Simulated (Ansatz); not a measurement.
Forces on [Sm(H2O)6]3+ (SmO₆H₁₂³⁺) at its PBE-D4/def2-SVP geometry. Total charge 3; sextet.

In the def2 sets Sm takes a core potential; there is no spin–orbit coupling. With an open 4f shell the SCF may have ended on a state above the lowest.

r2SCAN-D4/def2-TZVP (Ansatz), largest force 0.57 eV/Å:

```xyz
19
positions Å, forces eV/Å
Sm    0.002   -0.002   -0.005    0.004   -0.008    0.003
O     1.203   -1.855   -0.956    0.255   -0.391   -0.210
H     2.160   -1.903   -1.191   -0.512    0.054    0.136
H     0.852   -2.743   -1.208    0.161    0.486    0.149
O    -1.199    1.847    0.952   -0.249    0.388    0.193
H    -0.850    2.736    1.202   -0.164   -0.482   -0.141
H    -2.157    1.895    1.183    0.505   -0.049   -0.127
O    -0.544    0.787   -2.205   -0.030    0.203   -0.449
H    -0.268    0.405   -3.071   -0.152    0.168    0.471
H    -1.039    1.604   -2.450    0.232   -0.431    0.154
O     0.544   -0.784    2.198    0.026   -0.206    0.450
H     1.039   -1.600    2.447   -0.233    0.434   -0.158
H     0.262   -0.401    3.062    0.157   -0.168   -0.468
O     2.027    1.328   -0.024    0.424    0.292    0.016
H     2.706    1.408    0.688   -0.398   -0.068   -0.390
H     2.364    1.923   -0.736   -0.210   -0.346    0.382
O    -2.024   -1.329    0.033   -0.455   -0.261    0.002
H    -2.363   -1.911    0.754    0.221    0.331   -0.394
H    -2.715   -1.404   -0.670    0.416    0.056    0.382
```

BHLYP-D4/def2-TZVP (Ansatz), largest force 1.25 eV/Å:

```
Sm 0.005 -0.009 0.004
O 0.609 -0.937 -0.495
H -1.012 0.087 0.262
H 0.337 0.953 0.283
O -0.605 0.936 0.473
H -0.339 -0.950 -0.274
H 1.006 -0.082 -0.250
O -0.140 0.466 -1.093
H -0.303 0.359 0.920
H 0.480 -0.860 0.282
O 0.133 -0.468 1.095
H -0.480 0.862 -0.288
H 0.312 -0.360 -0.916
O 1.027 0.692 0.019
H -0.774 -0.126 -0.760
H -0.410 -0.671 0.750
O -1.067 -0.648 0.010
H 0.423 0.648 -0.768
H 0.799 0.109 0.746
```
